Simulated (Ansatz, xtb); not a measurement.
# Two structures of CH4SiSn

Structure X is a singlet given by its coordinates and structure Y is `[CH2]1[SiH2][Sn]1`, a singlet. Both are isolated molecules in the gas phase, relaxed with PBE0-D3(BJ)/def2-SVP.

X (Å):

```xyz
7

C    -1.1067   -1.2559   -0.0176
Si   -0.1072    0.3161   -0.3397
Sn    1.6860    1.3682    0.9521
H    -0.9709   -1.9713   -0.8439
H    -2.1796   -1.0183    0.0569
H    -0.5442    0.9721   -1.6193
H    -0.7933   -1.7421    0.9172
```

Close contacts (Å): C1–Si2 1.89, Si2–Sn3 2.45, C1–H4 1.10, C1–H5 1.10, C1–H7 1.10, Si2–H6 1.50.

Y (Å):

```xyz
7

C     0.5044    0.7389   -0.2453
Si    0.6018   -1.1047   -0.4966
Sn   -0.8146   -0.0845    1.4290
H    -0.0489    1.3556   -0.9684
H     1.9341   -1.7276   -0.2380
H    -0.0371   -1.6270   -1.7411
H     1.3855    1.2822    0.1256
```

Quicker runs give these differences E(Y) − E(X): GFN2-xTB +8.7 kcal/mol; HF/STO-3G −17.4 kcal/mol (at GFN2-xTB geometries); r2SCAN-D4/def2-SVP +3.6 kcal/mol (at GFN2-xTB geometries).

Question: Estimate which is lower in electronic energy at CCSD(T)/def2-TZVP, and by roughly how much.

Answer: The CCSD(T)/def2-TZVP calculation puts structure X lower, by 3.8 kcal/mol.

Level by level:

```json
{"level": "GFN2-xTB", "geometry": "GFN2-xTB", "E(Y) − E(X) (kcal/mol)": "+8.7", "departure from the last row (kcal/mol)": "+4.9", "job, with rough time for the two": "optimisation, 0.73 s"}
{"level": "HF/STO-3G", "geometry": "GFN2-xTB", "E(Y) − E(X) (kcal/mol)": "−17.4", "departure from the last row (kcal/mol)": "−21.2", "job, with rough time for the two": "single point, 3.5 s"}
{"level": "r2SCAN-D4/def2-SVP", "geometry": "GFN2-xTB", "E(Y) − E(X) (kcal/mol)": "+3.6", "departure from the last row (kcal/mol)": "−0.2", "job, with rough time for the two": "single point, 8.1 s"}
{"level": "PBE0-D3(BJ)/def2-SVP", "geometry": "PBE0-D3(BJ)/def2-SVP", "E(Y) − E(X) (kcal/mol)": "+4.4", "departure from the last row (kcal/mol)": "+0.6", "job, with rough time for the two": "optimisation, 80 s"}
{"level": "HF/def2-TZVP", "geometry": "PBE0-D3(BJ)/def2-SVP", "E(Y) − E(X) (kcal/mol)": "+5.4", "departure from the last row (kcal/mol)": "+1.6", "job, with rough time for the two": "part of the CCSD(T) run"}
{"level": "MP2/def2-TZVP", "geometry": "PBE0-D3(BJ)/def2-SVP", "E(Y) − E(X) (kcal/mol)": "+1.4", "departure from the last row (kcal/mol)": "−2.4", "job, with rough time for the two": "part of the CCSD(T) run"}
{"level": "CCSD(T)/def2-TZVP", "geometry": "PBE0-D3(BJ)/def2-SVP", "E(Y) − E(X) (kcal/mol)": "+3.8", "departure from the last row (kcal/mol)": "", "job, with rough time for the two": "single point, 2.4 min"}
```

HF/STO-3G puts the two in the other order. The largest departure from CCSD(T)/def2-TZVP is that of HF/STO-3G, 21.2 kcal/mol. The closed-shell reference of X is unstable towards spin breaking, so its energies are less sure.

With harmonic frequencies from PBE0-D3(BJ)/def2-SVP (ideal gas, rigid rotor, one conformer each, 298.15 K, 1 atm): on the last row, ΔE + ΔZPE = +1.4, ΔH = +1.2, ΔG = +2.2 kcal/mol.

The correlated steps freeze 10 core orbitals; the filled d shell of Sn is correlated, in a basis made for valence electrons. Atoms past krypton carry core potentials in the def2 sets, other sets are all-electron and non-relativistic, and no spin–orbit term is included. Codes used: Ansatz 0.2.0, xtb 6.7.1; the last row on 1 thread of Intel(R) Xeon(R) Processor @ 2.50GHz (Skylake/Cascade Lake) on a shared host.
